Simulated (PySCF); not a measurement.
Compound: C₇H₉P.
SMILES with atom numbers: `[CH3:1][C:2]#[C:3][P:4]1[CH:5]=[CH:6][CH2:7][CH2:8]1` (hydrogens: H9, H10, H11 on C1; H12 on C5; H13 on C6; H14, H15 on C7; H16, H17 on C8)

Geometry (GFN2-xTB, Å), atoms numbered from 1 in this order:
```
atom  x, y, z in Å
C1     3.3552    0.0364   -0.5526
C2     2.1441    0.0108    0.2372
C3     1.1060   -0.0045    0.8494
P4    -0.3075   -0.0374    1.9165
C5    -1.1629   -1.4189    1.0685
C6    -1.9280   -1.0361    0.0572
C7    -1.9588    0.4286   -0.2496
C8    -1.3915    1.1618    0.9688
H9     3.1566   -0.3243   -1.5624
H10    3.7409    1.0545   -0.6092
H11    4.1105   -0.5998   -0.0913
H12   -1.0291   -2.4398    1.3882
H13   -2.4973   -1.7151   -0.5614
H14   -1.3386    0.6118   -1.1335
H15   -2.9714    0.7656   -0.4831
H16   -0.8333    2.0602    0.7033
H17   -2.2018    1.4580    1.6418
```

Method: PySCF 2.14.0, density-fitted response routines, TDDFT PBE0/def2-SVPD, vertical, gas phase, core orbitals frozen in the response.

Transition dipole moments from the ground state, in atomic units and in the frame of the coordinates above (overall signs are arbitrary), for the states with f of 0.002 or more among the lowest 7:

```
state  E (eV)      μx      μy      μz
   S1   4.877   0.300  -0.117   0.109
   S2   5.596  -0.302  -0.340  -0.147
   S3   5.794   0.140   0.008   0.329
   S4   6.031  -0.579   0.110   0.049
   S5   6.175   0.177  -0.169   0.203
   S6   6.338   0.420  -0.104  -0.254
   S7   6.440  -0.529  -0.143  -0.032
```

Question: What oscillator strength does each state have?

Answer: f = (2/3) ΔE |μ|² with ΔE in hartree (27.2114 eV).

```json
{"state": "S1", "|μ|² (au)": "0.115", "|μ| (D)": "0.86", "f": "0.014"}
{"state": "S2", "|μ|² (au)": "0.228", "|μ| (D)": "1.21", "f": "0.031"}
{"state": "S3", "|μ|² (au)": "0.128", "|μ| (D)": "0.91", "f": "0.018"}
{"state": "S4", "|μ|² (au)": "0.350", "|μ| (D)": "1.50", "f": "0.052"}
{"state": "S5", "|μ|² (au)": "0.101", "|μ| (D)": "0.81", "f": "0.015"}
{"state": "S6", "|μ|² (au)": "0.251", "|μ| (D)": "1.27", "f": "0.039"}
{"state": "S7", "|μ|² (au)": "0.301", "|μ| (D)": "1.40", "f": "0.048"}
```

Question: What angle do the transition dipoles of S1 and S7 make?

Answer: |cos θ| = |μa·μb| / (|μa| |μb|) = 0.78, so θ ≈ 39° (taken between 0 and 90°, since the signs are arbitrary).

Question: What peak molar absorption coefficient would the strongest computed level give as a lone Gaussian band 0.4 eV wide at half height?

Answer: ε(max) = 2.175×10⁸ f / FWHM, with the width in cm⁻¹. S4: 2.175×10⁸ × 0.0517 / 3226 ≈ 3500 L mol⁻¹ cm⁻¹.

One conformer stands for the species.
